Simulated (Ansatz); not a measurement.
Al8N8, a nanocrystal cut from wurtzite AlN (bare), relaxed as a singlet with RKS PBE-D4/def2-SVP in Ansatz, starting from the GFN2-xTB geometry. Force threshold 0.03 eV/Å.

The restricted singlet is unstable towards broken spin symmetry in Hartree–Fock (as tested in another run); at PBE-D4/def2-SVP this wasn't settled. An occupied level of the charge 0 singlet lies above an empty one (by up to 0.12 eV), so this SCF solution is probably not the lowest. At PBE0-D4/def2-TZVP a triplet of charge 0 lies 1.83 eV below the restricted singlet at the same geometry. That triplet is doubtful there (⟨S²⟩ 3.86, where a pure state has 2.00).

Start:

Cartesian coordinates in Å:
```
Al 0.650 2.337 -2.193
N -0.156 0.736 -2.091
Al -0.933 -0.958 -1.747
N -1.649 -2.545 -1.385
Al 2.556 1.861 0.315
N 1.329 2.932 -0.602
N 2.046 0.146 0.416
Al 0.305 0.755 -0.214
Al 1.239 -1.524 0.675
N -0.450 -0.848 0.062
N 0.526 -3.123 0.976
Al -1.219 -2.612 0.459
Al 0.288 3.039 0.952
N -0.748 1.593 1.190
Al -1.524 -0.098 1.447
N -2.258 -1.690 1.740
```

| step | energy (eV) | largest force component (eV/Å) | SCF passes |
| --- | --- | --- | --- |
| 1 | -64632.1454 | 1.454 | 123 |
| 2 | -64632.5169 | 0.840 | 55 |
| 3 | -64632.7773 | 0.538 | 59 |
| 4 | -64632.8218 | 0.199 | 47 |
| 5 | -64632.8219 | 0.166 | 51 |
| 6 | -64632.8357 | 0.053 | 51 |
| 7 | -64632.8539 | 0.062 | 53 |
| 8 | -64632.8558 | 0.022 | 47 |
| 9 (rejected) | -64632.8555 | 0.031 | 45 |
| 10 | -64632.8560 | 0.018 | 48 |

Force components are those of the run's own axes.

End:

```xyz
16

Al    0.602    2.342   -2.263
N    -0.169    0.740   -2.065
Al   -0.912   -0.902   -1.698
N    -1.678   -2.544   -1.413
Al    2.832    1.701    0.138
N     1.269    2.716   -0.460
N     2.153    0.072    0.428
Al    0.405    0.869   -0.150
Al    1.297   -1.535    0.681
N    -0.354   -0.755    0.123
N     0.521   -3.172    0.968
Al   -1.184   -2.531    0.423
Al   -0.059    3.182    0.901
N    -0.853    1.611    1.225
Al   -1.559   -0.073    1.439
N    -2.311   -1.722    1.723
```

By distances, no bond broke or formed, bridged metal pairs apart. The bond that changes most is N6–Al8, from 2.44 to 2.06 Å (atoms count from 1). Metal–metal contacts that move far: Al5–Al13 2.63 to 3.34 Å.

The force fell under the threshold at step 8, but the optimiser went on. No frequencies were taken in this run, so the end may be a saddle point.

It took 31 s on 2 threads of AMD EPYC 7R13 on a shared host and a share (18 GiB) of an NVIDIA H100 80GB HBM3, peak host memory 0.95 GiB.
